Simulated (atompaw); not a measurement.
Varying the PAW (atompaw) potential for H

Base potential:

atompaw 4.2.0.5 input, output lines left out:

```
H 1
GGA-PBE scalarrelativistic loggrid 1500 logderivrange -2 5 176
1 0 0 0 0 0
1 0 1
0 0 0
v
1
0.70 0.65 0.65 0.65
y
0.3
n
y
-0.15
y
2.35
n
custom polynom gramschmidtortho sinc
2 0 troulliermartins
0.70
0.70
0.70
0.70
```

All-electron outer shells of the reference configuration (PBE, scalar-relativistic, ld1.x):

```json
{"shell": "1s", "level (eV)": "-6.49", "outermost node (bohr)": "–", "outermost maximum (bohr)": "1.03"}
```

Cutoffs, loose and tight: the cutoffs (Ry, on a coarse ladder) from which the occupation-weighted sum of valence levels, in a spherical-Bessel basis at the reference potential, stays within 10 and 1 mRy of its value at 400 Ry. They see the waves, projectors and local potential, not the compensation charge or the core. A dash means not determined.

| change | outcome | cutoff, loose | cutoff, tight | bound ghosts |
| --- | --- | --- | --- | --- |
| base | generated | 25 Ry | 55 Ry | none |
| all radii scaled by about 0.74 (s 0.52, p 0.52 bohr); local potential troulliermartins scheme with l = 2 at 0 Ry, radius 0.48 bohr; augmentation sinc compensation charge, radius 0.48 bohr; PAW radius 0.52 bohr; waves and projectors: custom polynom gramschmidtortho | generated | 35 Ry | 80 Ry | none |
| all radii scaled by about 0.83 (s 0.58, p 0.58 bohr); local potential troulliermartins scheme with l = 2 at 0 Ry, radius 0.54 bohr; augmentation sinc compensation charge, radius 0.54 bohr; PAW radius 0.58 bohr; waves and projectors: custom polynom gramschmidtortho | generated | 30 Ry | 70 Ry | none |
| all radii scaled by about 0.91 (s 0.64, p 0.64 bohr); local potential troulliermartins scheme with l = 2 at 0 Ry, radius 0.60 bohr; augmentation sinc compensation charge, radius 0.60 bohr; PAW radius 0.64 bohr; waves and projectors: custom polynom gramschmidtortho | generated | 30 Ry | 60 Ry | none |
| all radii scaled by about 1.09 (s 0.76, p 0.76 bohr); local potential troulliermartins scheme with l = 2 at 0 Ry, radius 0.70 bohr; augmentation sinc compensation charge, radius 0.70 bohr; PAW radius 0.76 bohr; waves and projectors: custom polynom gramschmidtortho | generated | 25 Ry | 50 Ry | none |
| all radii scaled by about 1.14 (s 0.80, p 0.80 bohr); local potential troulliermartins scheme with l = 2 at 0 Ry, radius 0.74 bohr; augmentation sinc compensation charge, radius 0.74 bohr; PAW radius 0.80 bohr; waves and projectors: custom polynom gramschmidtortho | generated | 25 Ry | 45 Ry | none |
| all radii scaled by about 1.20 (s 0.84, p 0.84 bohr); local potential troulliermartins scheme with l = 2 at 0 Ry, radius 0.78 bohr; augmentation sinc compensation charge, radius 0.78 bohr; PAW radius 0.84 bohr; waves and projectors: custom polynom gramschmidtortho | generated | 21 Ry | 40 Ry | none |
| all radii scaled by about 1.26 (s 0.88, p 0.88 bohr); local potential troulliermartins scheme with l = 2 at 0 Ry, radius 0.82 bohr; augmentation sinc compensation charge, radius 0.82 bohr; PAW radius 0.88 bohr; waves and projectors: custom polynom gramschmidtortho | generated | 21 Ry | 40 Ry | none |

Reading the sweep of the scale of all radii (base = 1) (base included, trends over the rows without a ghost): The loose cutoff falls from 35 Ry at 0.74 to 21 Ry at 1.26. A larger radius leaves more room for a smooth pseudo-wave, so fewer plane waves are needed; a smaller one forces it to follow the all-electron wave where it bends sharply.
